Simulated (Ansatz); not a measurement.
Total energies of the cluster Sn₂F₄ (the lowest singlet isomer of a short search) from Ansatz at PBE0-D4/def2-TZVP, gas phase (1 Eh = 27.2114 eV = 2625.5 kJ/mol). The reference geometry is relaxed at PBE0-D4/def2-SVP.

Cartesian coordinates in Å:
```
Sn -1.567 0.650 -0.280
Sn 1.581 -0.647 0.288
F 0.445 0.607 -1.035
F -0.435 -0.628 1.026
F -1.978 -0.906 -1.387
F 1.954 0.924 1.388
```

| state | geometry | energy (Eh) |
| --- | --- | --- |
| charge 0 singlet | reference | -828.03061 |
| charge 1 doublet | reference | -827.65569 |
| charge 0 triplet | relaxed at PBE0-D4/def2-SVP | -827.89496 |
| charge 0 quintet | relaxed at PBE0-D4/def2-SVP | -827.75706 |
| free Sn atom (triplet) | – | -214.25870 |
| free F atom (doublet) | – | -99.67617 |

In the def2 sets Sn takes a core potential; there is no spin–orbit coupling.

**Question.** Work out the vertical ionisation energy to the doublet.

**Answer.** E(charge 1 doublet) − E(charge 0 singlet) = -827.65569 − (-828.03061) = 0.37492 Eh = 10.20 eV. For comparison, −ε of the highest occupied level is 8.30 eV at this level, 1.90 eV less.

**Question.** Which of the charge 0 states is lowest, and how far above it are the others?

**Answer.** The singlet. triplet: -827.89496 − (-828.03061) = 0.13565 Eh = 356.1 kJ/mol; quintet: -827.75706 − (-828.03061) = 0.27355 Eh = 718.2 kJ/mol. The triplet differs in its bonds from the reference.

**Question.** What is the binding energy per atom against free atoms?

**Answer.** Atoms: 2 × (-214.25870) + 4 × (-99.67617) = -827.22208 Eh. Binding: -827.22208 − (-828.03061) = 0.80853 Eh = 22.00 eV, or 3.67 eV for each of 6 atoms (no zero-point energy, no counterpoise term).

The structure comes from a short search, and lower isomers may exist.
